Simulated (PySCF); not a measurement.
PySCF input for CH7Cl2NSi2, SMILES [SiH3]CN[SiH](Cl)Cl, PBE0/pcSseg-1. Geometry optimised at B3LYP-D3(BJ)/def2-SVP. This is a generated structure with no PubChem entry under its InChIKey; it may be hypothetical. One conformer was computed; it need not be the lowest.

```python
import numpy as np
from pyscf import gto, scf, dft
from pyscf.prop.nmr import rks as nmr

mol = gto.M(
    atom='''
    Si   -3.44503599   -0.11871687   -0.12344636
    C    -1.75709163    0.26277108    0.66520143
    N    -0.66367373   -0.28919662   -0.13524763
    Si    0.89272102    0.41724748   -0.21325270
    Cl    1.88043552    0.42363176    1.61978433
    Cl    1.99489879   -0.70904809   -1.54865890
    H    -4.54972638    0.32541381    0.77649539
    H    -3.54801564   -1.59350012   -0.33557499
    H    -3.56119164    0.56781322   -1.44061198
    H    -1.73380621   -0.08108366    1.71841821
    H    -1.65320166    1.36144854    0.70915968
    H    -0.73214391   -1.28647717   -0.32085171
    H     0.81807800    1.82678408   -0.64685557
    ''',
    basis='pcSseg-1',
    charge=0,
    spin=0,
    max_memory=1600,
    verbose=3,
)
mf = dft.RKS(mol, xc='pbe0').density_fit(auxbasis='def2-universal-jkfit')
mf.grids.level = 3
mf.conv_tol = 1e-10
mf.max_cycle = 100
mf.kernel()
n = nmr.NMR(mf)
n.verbose = 2
n.max_cycle_cphf = 60
sigma = n.kernel()
print('atom   isotropic/ppm   span/ppm')
for i, s in enumerate(sigma):
    w = np.linalg.eigvalsh((s + s.T) / 2)
    print(f'{mol.atom_symbol(i):2s}{i + 1:3d} {w.mean():14.3f} {w[2] - w[0]:11.3f}')
```

Output:

```
converged SCF energy = -1595.83968872015
atom   isotropic/ppm   span/ppm
Si  1        414.421      80.485
C   2        159.670      59.318
N   3        213.511      70.222
Si  4        354.674      63.418
Cl  5        824.632     263.131
Cl  6        876.538     269.661
H   7         27.307       9.135
H   8         27.478       7.926
H   9         27.341       8.064
H  10         28.605      13.030
H  11         28.924       9.347
H  12         30.494      16.399
H  13         25.731       8.990
```

The run converged.

Cost: roughly 50 core-seconds.
